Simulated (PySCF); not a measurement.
C4H2F2O2, SMILES O=C1COC(F)=C1F.

Geometry optimised at B3LYP-D3(BJ)/def2-SVP. The structure was generated by enumeration, and PubChem lists no compound with its InChIKey, so it may never have been made. The values are those of a single conformer.

Level of theory: HF/def2-TZVP (PySCF).

Symmetry labels are those of the subgroup Cs that the program uses (full group Cs).

Computed valence orbital energies around the gap with their symmetry:
| orbital | symmetry | energy (eV) |
|---|---|---|
| HOMO−7 | A' | -18.93 |
| HOMO−6 | A' | -17.87 |
| HOMO−5 | A' | -17.12 |
| HOMO−4 | A' | -16.73 |
| HOMO−3 | A" | -15.68 |
| HOMO−2 | A" | -14.68 |
| HOMO−1 | A' | -12.05 |
| HOMO | A" | -10.41 |
| LUMO | A" | 2.38 |
| LUMO+1 | A' | 3.58 |
| LUMO+2 | A' | 4.55 |
| LUMO+3 | A' | 4.94 |
